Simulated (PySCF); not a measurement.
# Bond curve of BiH

Set-up: basis Bi aug-cc-pVDZ-PP with ECP60, H aug-cc-pVDZ; scalar-relativistic core potentials; PySCF 2.14. Energies in eV from Bi + H in their ground configurations at the same level. All curves are PBE0. state 1: ³Σ⁻ (triplet), unpaired electrons π ↑↑; state 2: Ms = 0 determinant of mixed spin (⟨S²⟩ near 1.0), unpaired electrons π ↑↓, a mixture of terms (⟨Lz²⟩ = 2.0), a second solution, started from another occupation; state 3: singlet, one real π or δ orbital doubly filled, a mixture of terms (⟨Lz²⟩ = 2.0), a second solution, started from another occupation; state 4: quintet, unpaired electrons σ ↑↑, π ↑↑, a second solution, started from another occupation.

| R (Å) | state 1 | state 2 | state 3 | state 4 |
| --- | --- | --- | --- | --- |
| 1.552 | -1.787 | -1.446 | -0.550 | 4.7394 |
| 1.625 | -2.078 | -1.736 | -0.840 | 4.1131 |
| 1.697 | -2.244 | -1.902 | -1.004 | 3.5733 |
| 1.751 | -2.305 | -1.962 | -1.063 | 3.2158 |
| 1.805 | -2.323 | -1.979 | -1.079 | 2.8923 |
| 1.859 | -2.305 | -1.960 | -1.060 | 2.5996 |
| 1.931 | -2.240 | -1.893 | -0.990 | 2.2522 |
| 2.022 | -2.108 | -1.757 | -0.853 | 1.8780 |
| 2.130 | -1.900 | -1.544 | -0.636 | 1.5042 |
| 2.274 | -1.579 | -1.211 | -0.299 | 1.1119 |

Task: Put a parabola through the three lowest points of the state 1 curve and estimate Re, k and ωe (reduced mass 1.003 u; 1 eV/Å² = 0.16022 mdyn/Å; ωe = 1302.8·√(k/μ) cm⁻¹).

Result: Through R = 1.751, 1.805, 1.859 Å the second-order coefficient is 6.17 eV/Å², so Re ≈ 1.805 Å, k ≈ 1.98 mdyn/Å and ωe ≈ 1830 cm⁻¹. A polynomial fit of higher order to the unrounded PBE0 energies gives Re = 1.804 Å, k = 1.91 mdyn/Å, ωe = 1797 cm⁻¹; anharmonicity and rounding make the difference.

The higher-order fit for each curve: state 1: Re = 1.804 Å, ωe = 1797 cm⁻¹, De = 2.32 eV; state 2: Re = 1.802 Å, ωe = 1810 cm⁻¹, minimum 1.98 eV below the ground-state fragments; state 3: Re = 1.800 Å, ωe = 1819 cm⁻¹, minimum 1.08 eV below the ground-state fragments. State 4 gave no clean fit.

These are scalar-relativistic numbers at best; spin–orbit coupling would shift them, the dissociation energy most. The state was picked by a PBE0 search and need not be the measured ground state.
